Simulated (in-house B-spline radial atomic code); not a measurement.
# Ionising Cd³⁺ with different functionals

Computed with an all-electron radial atomic-structure program (B-spline basis): scalar-relativistic (spin-free X2C) Hamiltonian, Fermi nucleus of rms radius 4.6087 fm, spin-polarised at highest spin, spherical fractional occupations for the functionals, the average over the highest-spin determinants for Hartree-Fock. The ionisation energy is the difference of two self-consistent energies, [Kr] 4d9 → [Kr] 4d8, without Breit or QED terms; ε is the level of the shell that loses the electron (its least bound occupied spin orbital). There is no spin-orbit coupling in this Hamiltonian.

Hybrids are left out here: with spherical fractional occupations of an open shell their exact exchange keeps a self-interaction that integer-occupation calculations don't have.

```json
{"method": "Hartree-Fock", "rung": "Hartree-Fock", "ΔSCF (eV)": "51.62", "-ε(4d) (eV)": "53.35"}
{"method": "LDA VWN5", "rung": "LDA", "ΔSCF (eV)": "53.68", "-ε(4d) (eV)": "45.68"}
{"method": "LDA PW92", "rung": "LDA", "ΔSCF (eV)": "53.68", "-ε(4d) (eV)": "45.67"}
{"method": "LDA exchange-only", "rung": "LDA", "ΔSCF (eV)": "51.83", "-ε(4d) (eV)": "43.90"}
{"method": "PBE", "rung": "GGA", "ΔSCF (eV)": "53.39", "-ε(4d) (eV)": "45.40"}
{"method": "PBEsol", "rung": "GGA", "ΔSCF (eV)": "53.38", "-ε(4d) (eV)": "45.39"}
{"method": "BLYP", "rung": "GGA", "ΔSCF (eV)": "53.26", "-ε(4d) (eV)": "45.27"}
{"method": "RPBE", "rung": "GGA", "ΔSCF (eV)": "53.32", "-ε(4d) (eV)": "45.32"}
{"method": "PW91", "rung": "GGA", "ΔSCF (eV)": "53.49", "-ε(4d) (eV)": "45.49"}
{"method": "BP86", "rung": "GGA", "ΔSCF (eV)": "53.48", "-ε(4d) (eV)": "45.48"}
{"method": "AM05", "rung": "GGA", "ΔSCF (eV)": "53.40", "-ε(4d) (eV)": "45.40"}
{"method": "OLYP", "rung": "GGA", "ΔSCF (eV)": "?", "-ε(4d) (eV)": "?"}
{"method": "TPSS", "rung": "meta-GGA", "ΔSCF (eV)": "?", "-ε(4d) (eV)": "?"}
{"method": "SCAN", "rung": "meta-GGA", "ΔSCF (eV)": "53.49", "-ε(4d) (eV)": "45.57"}
{"method": "r2SCAN", "rung": "meta-GGA", "ΔSCF (eV)": "53.52", "-ε(4d) (eV)": "45.61"}
{"method": "revTPSS", "rung": "meta-GGA", "ΔSCF (eV)": "53.23", "-ε(4d) (eV)": "45.24"}
```

Task: What does TPSS give?

Result: ΔSCF 53.29 eV, and -ε(4d) = 45.31 eV.

Task: What does OLYP give?

Result: ΔSCF 53.55 eV, and -ε(4d) = 45.53 eV.

Task: How do they compare with the NIST value?

Result: NIST lists 51 eV ± 1.7 (tabulated theory, ground level to ground level). Errors run from +0.62 to +2.68 eV; all lie within about twice that uncertainty, so the table can't rank the methods. Hartree-Fock also lacks correlation.
